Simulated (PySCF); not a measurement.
# Spinor energies of Dy⁵⁷⁺ (dysprosium, charge +57)

Start: [He] 2s2 2p5; 2p1/2 filled at m_j = +1/2; 2p3/2 filled at m_j = -3/2, -1/2, +1/2, +3/2. Calculated with PySCF 2.14 in an uncontracted even-tempered set (17 s from 38 bohr⁻², ratio 2.4; 13 p from 50 bohr⁻², ratio 2.4; 5 d from 170 bohr⁻², ratio 2.6; 4 f from 260 bohr⁻², ratio 2.6): generalised Hartree-Fock with the X2C-1e Hamiltonian and a Gaussian nucleus; one run each with spin-orbit coupling (SO) screened by Boettger's factors, then bare. This is a chosen level, not necessarily the ground level.

```tsv
spinor shell	electrons	ε, screened SO (eV)	ε, bare SO (eV)	weight of nominal j (bare SO)	rms radius, bare SO (bohr)
1s1/2	2	-58995.0	-58995.3	1.000	0.0240
2s1/2	2	-13602.8	-13602.9	1.000	0.0947
2p1/2	1	-13263.6	-13285.3	1.000	0.0804
2p3/2	4	-12400.0	-12392.7	1.000	0.0867
```

```csv
quantity,screened SO,bare SO
E (hartree),-8127.15989,-8126.87296
M_J,1/2,1/2
⟨J²⟩,0.750,0.750
⟨L²⟩,2.010,2.011
⟨S²⟩,0.760,0.761
```

Each row is a mean over spinors that exchange with the open shell spreads, by up to 18.728 eV (2p3/2).

Breit and QED terms are absent; they matter most for the inner s and p1/2 levels.

Densities and radii are taken from the X2C orbitals without a picture-change correction, which distorts them close to the nucleus.
